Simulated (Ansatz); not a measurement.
This triplet is an excited state, 1.25 eV above the relaxed singlet at the level frozen-core CCSD(T)/cc-pVTZ // PBE0-D3(BJ)/def2-TZVP (Ansatz, a program for electronic structure).

Species: H$_{4}$GeSSi, SMILES `[SiH3][Ge][SH]` (excited triplet; Si–Ge–S–H torsion 94°) (charge 0, multiplicity 3).

Question: Give a relaxed geometry from Ansatz with PBE0-D3(BJ)/def2-TZVP.

Answer: One answer among several that fit: the end point of this relaxation, one of several conformers (outside a Z-matrix the atoms follow the SMILES, hydrogens last).
Bond lengths (Å): Si1–Ge2 2.403, Si1–H4 1.486, Si1–H5 1.484, Si1–H6 1.487, Ge2–S3 2.222, S3–H7 1.346. Bond angles (°): Ge2–Si1–H4 110.4, Ge2–Si1–H5 105.9, Ge2–Si1–H6 110.7, H4–Si1–H5 110.2, H4–Si1–H6 109.6, H5–Si1–H6 110.0, Si1–Ge2–S3 115.1, Ge2–S3–H7 97.0.
